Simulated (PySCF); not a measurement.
CH7FSi2. Atoms are numbered in the order given.

```xyz
11

Si    -1.7686     0.2295     0.2805
C     -0.0685     1.0781     0.2770
Si     1.3691    -0.1086     0.0745
F      0.9363    -1.2659    -1.0135
H     -1.7598    -0.9294     1.2405
H     -2.8328     1.2015     0.7155
H     -2.1084    -0.2745    -1.0924
H     -0.0531     1.8388    -0.5322
H      0.0621     1.6211     1.2387
H      1.6707    -0.7970     1.3747
H      2.5982     0.5731    -0.4562
```
Charge 0, spin multiplicity 1.

Geometry optimised at PBE-D3(BJ)/def2-SVP. One conformer was computed; it need not be the lowest.

All values below come from TDA-PBE/def2-SVPD (PySCF 2.14.0).

Vertical excitations. Isolated molecule, no solvent.

| state | energy (eV) | λ (nm) | f | main pairs |
|---|---|---|---|---|
| S1 | 6.96 | 178 | 0.054 | HOMO→LUMO 96 % |
| S2 | 7.22 | 172 | 0.007 | HOMO−1→LUMO 98 % |
| S3 | 7.26 | 171 | 0.032 | HOMO→LUMO+1 95 % |
| S4 | 7.42 | 167 | 0.008 | HOMO−2→LUMO 97 % |
| S5 | 7.50 | 165 | 0.005 | HOMO−1→LUMO+1 95 % |
| S6 | 7.59 | 163 | 0.000 | HOMO−3→LUMO 93 % |
| S7 | 7.77 | 160 | 0.007 | HOMO−2→LUMO+1 96 % |
| S8 | 7.92 | 157 | 0.007 | HOMO−3→LUMO+1 84 % |
| S9 | 8.05 | 154 | 0.043 | HOMO→LUMO+2 85 % |
| S10 | 8.08 | 154 | 0.044 | HOMO→LUMO+3 47 %, HOMO−4→LUMO 26 %, HOMO→LUMO+4 22 % |
| T1 | 6.59 | 188 | 0 | HOMO→LUMO 99 % |
| T2 | 6.89 | 180 | 0 | HOMO−1→LUMO 94 % |
| T3 | 6.95 | 179 | 0 | HOMO→LUMO+1 98 % |
| T4 | 7.26 | 171 | 0 | HOMO−1→LUMO+1 68 %, HOMO−2→LUMO 25 % |
Triplets are in the Tamm–Dancoff approximation.
